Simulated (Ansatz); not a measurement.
Job for Ansatz (a quantum-chemistry and plane-wave program): R-SVWN5/def2-TZVPP on Cl3FSi (SMILES F[Si](Cl)(Cl)Cl).

Ansatz 0.2 input:
```yaml
crystal:
  periodic: [false, false, false]
  atoms:
    - {symbol: Si, position_ang: [0.00547921, 0.00655169, 0.06520300]}
    - {symbol: F, position_ang: [0.13777066, 0.16400687, 1.63248585]}
    - {symbol: Cl, position_ang: [1.79822082, -0.58374709, -0.66878439]}
    - {symbol: Cl, position_ang: [-0.52723114, 1.79916434, -0.71188756]}
    - {symbol: Cl, position_ang: [-1.41433955, -1.38597580, -0.31701688]}
basis:
  gaussian:
    orbitals: def2-TZVPP
hamiltonian:
  xc: {name: SVWN5}
scf: {lower_state_search: off}
```

The log:

```
WARN ansatz: RAYON_NUM_THREADS=4 ignored (pool sized by the plan → 4); use --threads N
Functional definition: SVWN5
these checks for a lower state are left out or cut short: stability, starts, cluster_reference, orbital_swaps, neighbouring_geometries, increment
integrals: 0.16 GiB planned
1326 factors; their error is unknown
mean field: 0.86 GiB planned
mean field evaluation 1: about -48000.3602 eV, gradient 3.7e1 eV
mean field evaluation 2: about -47994.3449 eV, gradient 7.6e1 eV
mean field evaluation 4: about -48002.4364 eV, gradient 1.4e0 eV
mean field evaluation 8: about -48002.3986 eV, gradient 1.1e-1 eV
mean field evaluation 16: about -48002.3986 eV, gradient 5.2e-6 eV
mean field -48002.39859263 eV, -1764.0556110849 hartree, gradient 5.2e-6 eV, S^2 0.000000; 0 other end points of the search recorded, 0 dependent functions left out
reference -48002.39862590 eV, -1764.0556123076 hartree; 37, 37 occupied and 162, 162 virtual orbitals, 1326 factors
Total energy: -48002.39862590 eV, -1764.0556123076 hartree
Checks for a lower state left out: stability, starts, cluster_reference, orbital_swaps, neighbouring_geometries, increment
```

The run converged.

Cost: roughly 2.4 core-seconds.
